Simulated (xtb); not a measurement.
xtb input (GFN2-xTB):

```bash
xtb mol.xyz --gfn 2 --sp --chrg -1 --uhf 0
```
mol.xyz:
```
7

C      1.89810304    -0.00695638    -0.13375735
C      0.71704237    -0.18849680     0.06093693
C     -0.77587317    -0.34474074     0.26312233
O     -1.51511058     0.61783038    -0.26041654
H      2.92521377     0.18217212    -0.32181517
H     -0.86507089    -0.48866269     1.38731378
H     -0.97489164    -1.39498896    -0.12397777
```

Output:

```
           -------------------------------------------------
          |                Calculation Setup                |
           -------------------------------------------------

           -------------------------------------------------
          |                 G F N 2 - x T B                 |
           -------------------------------------------------

        Reference                      10.1021/acs.jctc.8b01176
      * Hamiltonian:
        H0-scaling (s, p, d)           1.850000    2.230000    2.230000
        zeta-weighting                 0.500000
      * Dispersion:
        s8                             2.700000
        a1                             0.520000
        a2                             5.000000
        s9                             5.000000
      * Repulsion:
        kExp                           1.500000    1.000000
        rExp                           1.000000
      * Coulomb:
        alpha                          2.000000
        third order                    shell-resolved
        anisotropic                    true
        a3                             3.000000
        a5                             4.000000
        cn-shift                       1.200000
        cn-exp                         4.000000
        max-rad                        5.000000

          ...................................................
          :                      SETUP                      :
          :.................................................:
          :  # basis functions                  19          :
          :  # atomic orbitals                  19          :
          :  # shells                           11          :
          :  # electrons                        22          :
          :  max. iterations                   250          :
          :  Hamiltonian                  GFN2-xTB          :
          :  restarted?                      false          :
          :  GBSA solvation                  false          :
          :  PC potential                    false          :
          :  electronic temp.          300.0000000     K    :
          :  accuracy                    1.0000000          :
          :  -> integral cutoff          0.2500000E+02      :
          :  -> integral neglect         0.1000000E-07      :
          :  -> SCF convergence          0.1000000E-05 Eh   :
          :  -> wf. convergence          0.1000000E-03 e    :
          :  Broyden damping             0.4000000          :
          :  net charge                         -1          :
          :  unpaired electrons                  0          :
          ...................................................

 iter      E             dE          RMSdq      gap      omega  full diag
   1    -12.2098146 -0.122098E+02  0.849E+00    6.78       0.0  T
   2    -12.2626992 -0.528846E-01  0.456E+00    4.64       1.0  T
   3    -12.2653722 -0.267300E-02  0.123E+00    2.93       1.0  T
   4    -12.2669281 -0.155592E-02  0.312E-01    3.62       1.0  T
   5    -12.2670151 -0.870642E-04  0.136E-01    3.60       1.0  T
   6    -12.2670814 -0.662048E-04  0.802E-02    3.59       1.0  T
   7    -12.2670911 -0.970271E-05  0.306E-02    3.56       1.2  T
   8    -12.2670941 -0.301314E-05  0.493E-03    3.59       7.7  T
   9    -12.2670941 -0.492291E-08  0.155E-03    3.59      24.3  T
  10    -12.2670941 -0.950764E-08  0.537E-04    3.59      70.4  T
  11    -12.2670941 -0.132274E-08  0.160E-04    3.59     236.6  T

   *** convergence criteria satisfied after 11 iterations ***

         #    Occupation            Energy/Eh            Energy/eV
      -------------------------------------------------------------
         1        2.0000           -0.4147813             -11.2868
       ...           ...                  ...                  ...
         5        2.0000           -0.2866794              -7.8009
         6        2.0000           -0.2797483              -7.6123
         7        2.0000           -0.2402601              -6.5378
         8        2.0000           -0.2158096              -5.8725
         9        2.0000           -0.2092231              -5.6933
        10        2.0000           -0.1017836              -2.7697
        11        2.0000           -0.0975846              -2.6554 (HOMO)
        12                          0.0341700               0.9298 (LUMO)
        13                          0.0366157               0.9964
        14                          0.2205220               6.0007
        15                          0.3375456               9.1851
        16                          0.3648432               9.9279
       ...                                ...                  ...
        19                          1.5022320              40.8778
      -------------------------------------------------------------
                  HL-Gap            0.1317546 Eh            3.5852 eV
             Fermi-level           -0.0317073 Eh           -0.8628 eV

 SCC (total)                   0 d,  0 h,  0 min,  0.005 sec
 SCC setup                      ...        0 min,  0.000 sec (  2.811%)
 Dispersion                     ...        0 min,  0.000 sec (  1.323%)
 classical contributions        ...        0 min,  0.000 sec (  0.617%)
 integral evaluation            ...        0 min,  0.001 sec ( 12.779%)
 iterations                     ...        0 min,  0.003 sec ( 54.115%)
 molecular gradient             ...        0 min,  0.001 sec ( 22.416%)
 printout                       ...        0 min,  0.000 sec (  5.577%)

         :::::::::::::::::::::::::::::::::::::::::::::::::::::
         ::                     SUMMARY                     ::
         :::::::::::::::::::::::::::::::::::::::::::::::::::::
         :: total energy             -12.088736859360 Eh    ::
         :: gradient norm              0.032714000726 Eh/a0 ::
         :: HOMO-LUMO gap              3.585224369847 eV    ::
         ::.................................................::
         :: SCC energy               -12.267093813841 Eh    ::
         :: -> isotropic ES            0.193542919415 Eh    ::
         :: -> anisotropic ES          0.011281469111 Eh    ::
         :: -> anisotropic XC          0.004379577941 Eh    ::
         :: -> dispersion             -0.003510817714 Eh    ::
         :: repulsion energy           0.178356954481 Eh    ::
         :: add. restraining           0.000000000000 Eh    ::
         :: total charge              -1.000000000000 e     ::
         :::::::::::::::::::::::::::::::::::::::::::::::::::::

           -------------------------------------------------
          |                Property Printout                |
           -------------------------------------------------

    * Orbital Energies and Occupations

         #    Occupation            Energy/Eh            Energy/eV
      -------------------------------------------------------------
         1        2.0000           -0.4147813             -11.2868
         2        2.0000           -0.3947300             -10.7411
         3        2.0000           -0.3630350              -9.8787
         4        2.0000           -0.3352553              -9.1228
         5        2.0000           -0.2866794              -7.8009
         6        2.0000           -0.2797483              -7.6123
         7        2.0000           -0.2402601              -6.5378
         8        2.0000           -0.2158096              -5.8725
         9        2.0000           -0.2092231              -5.6933
        10        2.0000           -0.1017836              -2.7697
        11        2.0000           -0.0975846              -2.6554 (HOMO)
        12                          0.0341700               0.9298 (LUMO)
        13                          0.0366157               0.9964
Note: The following floating-point exceptions are signalling: IEEE_UNDERFLOW_FLAG IEEE_DENORMAL
normal termination of xtb
        14                          0.2205220               6.0007
        15                          0.3375456               9.1851
        16                          0.3648432               9.9279
        17                          0.4511623              12.2768
        18                          0.5616968              15.2845
        19                          1.5022320              40.8778
      -------------------------------------------------------------
                  HL-Gap            0.1317546 Eh            3.5852 eV
             Fermi-level           -0.0317073 Eh           -0.8628 eV

     #   Z          covCN         q      C6AA      α(0)
     1   6 C        1.908    -0.165    35.816     9.665
     2   6 C        1.957    -0.067    32.902     9.263
     3   6 C        3.662     0.202    17.658     6.029
     4   8 O        0.855    -0.764    30.522     7.407
     5   1 H        0.927    -0.008     3.202     2.798
     6   1 H        0.916    -0.099     5.521     3.675
     7   1 H        0.916    -0.099     5.521     3.675

 Mol. C6AA /au·bohr⁶  :        775.771646
 Mol. C8AA /au·bohr⁸  :      17590.332253
 Mol. α(0) /au        :         42.511922

Wiberg/Mayer (AO) data.
largest (>0.10) Wiberg bond orders for each atom

 ---------------------------------------------------------------------------
     #   Z sym  total        # sym  WBO       # sym  WBO       # sym  WBO
 ---------------------------------------------------------------------------
     1   6 C    3.962 --     2 C    2.880     5 H    0.970
     2   6 C    3.934 --     1 C    2.880     3 C    0.946
     3   6 C    3.974 --     4 O    1.187     2 C    0.946     7 H    0.903
                             6 H    0.903
     4   8 O    1.420 --     3 C    1.187
     5   1 H    1.000 --     1 C    0.970
     6   1 H    0.990 --     3 C    0.903
     7   1 H    0.990 --     3 C    0.903
 ---------------------------------------------------------------------------

Topologies differ in total number of bonds
Writing topology from bond orders to xtbtopo.mol

molecular dipole:
                 x           y           z       tot (Debye)
 q only:        1.509      -0.649       0.279
   full:        1.817      -0.894       0.404       5.249
molecular quadrupole (traceless):
                xx          xy          yy          xz          yz          zz
 q only:       -7.634       3.215       3.140      -1.016       0.834       4.494
  q+dip:       -4.945       5.652       1.483      -2.748       1.026       3.463
   full:       -6.834       4.972       2.515      -2.140       0.980       4.319

           -------------------------------------------------
          | TOTAL ENERGY              -12.088736859360 Eh   |
          | GRADIENT NORM               0.032714000726 Eh/α |
          | HOMO-LUMO GAP               3.585224369847 eV   |
           -------------------------------------------------

------------------------------------------------------------------------
------------------------------------------------------------------------
 total:
 SCF:
```

It need not be the lowest isomer of its formula. Whether it binds its extra electron was not tested at this geometry.
